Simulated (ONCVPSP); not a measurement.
# titanium (Ti) ONCV: all-electron and pseudo phase curves

```json
{
 "Element": "Ti (Z = 22)",
 "Generator": "ONCVPSP 4.0.1",
 "Type": "optimised norm-conserving Vanderbilt (ONCV)",
 "Functional": "PBE",
 "Relativity": "scalar-relativistic",
 "Frozen core": "[Ar]",
 "Valence charge": "4",
 "Reference configuration": "3d2 4s1.5 (charge +0.5)",
 "Partial waves": "4s: rc 2.30 bohr, ncon 4, nbas 6, qcut 3.5 1/bohr, 1 projector; p scattering state at 0.38 Ha: rc 2.25 bohr, ncon 5, nbas 9, qcut 3.8 1/bohr, 3 projectors, debl 2.8 Ha; 3d: rc 1.20 bohr, ncon 4, nbas 7, qcut 7.1 1/bohr, 2 projectors, debl 3.7 Ha",
 "Local potential": "polynomial inside 1.00 bohr (lpopt 5, dvloc0 -1 Ha)",
 "Core correction": "none"
}
```

The phase is arctan(r·R′/R) of the radial function R(r), unwrapped; energies in Ha, scanned from -2 to 5 Ha. A pole is an energy at which the radial function vanishes at the test radius. The pseudo phase is shifted by a multiple of π to meet the all-electron one at the reference energy, and phase errors are pseudo minus all-electron; the curves can meet again beyond the range given. Levels narrower than the energy grid can be missing from the lists of poles.

```json
{"channel": "s", "radius (bohr)": "2.33", "reference energy (Ha)": "-0.27", "poles, all-electron": "1.73", "poles, pseudo": "0.79, 3.18", "unbroken range about the reference energy with phases within 0.05 rad": "-1.8 to 0.2", "phase error 1 Ha above the reference energy (rad)": "-0.153"}
{"channel": "p", "radius (bohr)": "2.28", "reference energy (Ha)": "0.38", "poles, all-electron": "-1.47, 2.43", "poles, pseudo": "-1.23, 2.43", "unbroken range about the reference energy with phases within 0.05 rad": "above -0.9", "phase error 1 Ha above the reference energy (rad)": "+0.000"}
{"channel": "d", "radius (bohr)": "1.22", "reference energy (Ha)": "-0.28", "poles, all-electron": "1.96", "poles, pseudo": "1.96", "unbroken range about the reference energy with phases within 0.05 rad": "the whole range", "phase error 1 Ha above the reference energy (rad)": "-0.000"}
```

Note: ghosts flagged at negative energy: s at -161.7 eV, p at -35.6 eV; GHOST(+) flagged for p at 576.5 eV. A true bound ghost makes a file unfit for plane-wave use.

Phases in the p channel:

```csv
E (Ha),all-electron,pseudo
-1.98,1.109,1.196
-1.80,0.865,1.133
-1.62,-0.880,0.995
-1.44,-1.623,0.264
-1.26,-1.772,-1.507
-1.08,-1.855,-1.771
-0.90,-1.926,-1.885
-0.72,-2.003,-1.979
-0.54,-2.100,-2.084
-0.36,-2.235,-2.224
-0.18,-2.441,-2.433
0.00,-2.765,-2.761
0.18,-3.224,-3.223
0.36,-3.685,-3.685
0.54,-4.011,-4.011
0.72,-4.215,-4.215
0.90,-4.347,-4.346
1.08,-4.437,-4.436
1.26,-4.502,-4.502
1.44,-4.552,-4.551
1.62,-4.592,-4.591
1.80,-4.625,-4.625
1.98,-4.653,-4.653
2.16,-4.678,-4.678
2.34,-4.702,-4.701
2.52,-4.723,-4.723
2.70,-4.745,-4.745
2.88,-4.766,-4.766
3.06,-4.788,-4.788
3.24,-4.812,-4.812
3.42,-4.839,-4.839
3.60,-4.870,-4.870
3.78,-4.909,-4.909
3.96,-4.960,-4.959
4.14,-5.030,-5.029
4.32,-5.137,-5.136
4.50,-5.321,-5.319
4.68,-5.677,-5.674
4.86,-6.316,-6.311
```
